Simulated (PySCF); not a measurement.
Isomers of C7H12.

All values: B3LYP/def2-SVPD (PySCF) at GFN2-xTB geometries, gas phase, one conformer each. Core orbitals are frozen in the response; Δα² is half the sum of the squared differences of the principal polarisabilities.

Question: Rank by polarisability anisotropy Δα, highest first.
A. `[CH2:1]=[C:2]1[CH2:3][CH2:4][C@H:5]([CH3:6])[CH2:7]1` with C1–C2–C3–C4 -167°, C2–C3–C4–C5 -32°, C3–C4–C5–C6 162°, C4–C5–C7–C2 -31°
B. `[CH2:1]=[C:2]([CH3:3])[CH2:4][C:5](=[CH2:6])[CH3:7]` with C1–C2–C4–C5 -112°, C2–C4–C5–C6 -112° (2,4-dimethyl-1,4-pentadiene)
C. `[CH2:1]=[CH:2]/[CH:3]=[CH:4]/[CH2:5][CH2:6][CH3:7]` with C1–C2–C3–C4 180°, C3–C4–C5–C6 121°, C4–C5–C6–C7 -65°
D. `[CH:1]#[C:2][C@@H:3]([CH3:4])[CH:5]([CH3:6])[CH3:7]` with C2–C3–C5–C6 65°
E. `[CH2:1]1[CH2:2][CH2:3][C:4]2([CH2:5]1)[CH2:6][CH2:7]2` with C5–C1–C2–C3 41°, C1–C2–C3–C4 -33°, C2–C3–C4–C5 13°, C3–C4–C5–C1 12°
F. `C1C[C@H]2CC[C@@H]1C2`

Answer: C (9.47 Å³), B (5.03 Å³), A (4.60 Å³), D (2.50 Å³), E (2.12 Å³), F (0.61 Å³).

Question: Rank by dipole moment, lowest first.
A. `[CH2:1]=[C:2]1[CH2:3][CH2:4][C@H:5]([CH3:6])[CH2:7]1` with C1–C2–C3–C4 -167°, C2–C3–C4–C5 -32°, C3–C4–C5–C6 162°, C4–C5–C7–C2 -31°
B. `C1C[C@H]2CC[C@@H]1C2`
C. `[CH3:1][C@@H:2]1[CH2:3][C@@H:4]2[CH2:5][C@@H:6]2[CH2:7]1` with C1–C2–C3–C4 -152°, C2–C3–C4–C5 82°, C3–C4–C5–C6 -96°, C4–C5–C6–C7 96°

Answer: B (0.09 D), C (0.30 D), A (0.65 D).

All values together:

| SMILES | μ (D) | HOMO (eV) | LUMO (eV) | α (Å³) | Δα (Å³) |
| --- | --- | --- | --- | --- | --- |
| CC#CC(C)(C)C | 0.17 | -6.91 | 0.33 | 12.75 | 5.21 |
| C#C[C@@H](C)C(C)C | 0.70 | -7.46 | 0.36 | 12.22 | 2.50 |
| C1CCC2(C1)CC2 | 0.23 | -7.30 | 0.56 | 11.58 | 2.12 |
| C=C1CC[C@H](C)C1 | 0.65 | -6.68 | 0.06 | 12.19 | 4.60 |
| C=C(C)CC(=C)C | 0.06 | -6.94 | -0.23 | 12.75 | 5.03 |
| C1C[C@H]2CC[C@@H]1C2 | 0.09 | -7.93 | 0.41 | 11.22 | 0.61 |
| C[C@@H]1C[C@@H]2C[C@@H]2C1 | 0.30 | -7.35 | 0.55 | 11.47 | 2.06 |
| C=C/C=C/CCC | 0.66 | -6.29 | -0.84 | 13.93 | 9.47 |

Conformers: `[CH:1]#[C:2][C@@H:3]([CH3:4])[CH:5]([CH3:6])[CH3:7]` with C2–C3–C5–C6 65°; `[CH2:1]1[CH2:2][CH2:3][C:4]2([CH2:5]1)[CH2:6][CH2:7]2` with C5–C1–C2–C3 41°, C1–C2–C3–C4 -33°, C2–C3–C4–C5 13°, C3–C4–C5–C1 12°; `[CH2:1]=[C:2]1[CH2:3][CH2:4][C@H:5]([CH3:6])[CH2:7]1` with C1–C2–C3–C4 -167°, C2–C3–C4–C5 -32°, C3–C4–C5–C6 162°, C4–C5–C7–C2 -31°; `[CH2:1]=[C:2]([CH3:3])[CH2:4][C:5](=[CH2:6])[CH3:7]` with C1–C2–C4–C5 -112°, C2–C4–C5–C6 -112°; `[CH3:1][C@@H:2]1[CH2:3][C@@H:4]2[CH2:5][C@@H:6]2[CH2:7]1` with C1–C2–C3–C4 -152°, C2–C3–C4–C5 82°, C3–C4–C5–C6 -96°, C4–C5–C6–C7 96°; `[CH2:1]=[CH:2]/[CH:3]=[CH:4]/[CH2:5][CH2:6][CH3:7]` with C1–C2–C3–C4 180°, C3–C4–C5–C6 121°, C4–C5–C6–C7 -65°.
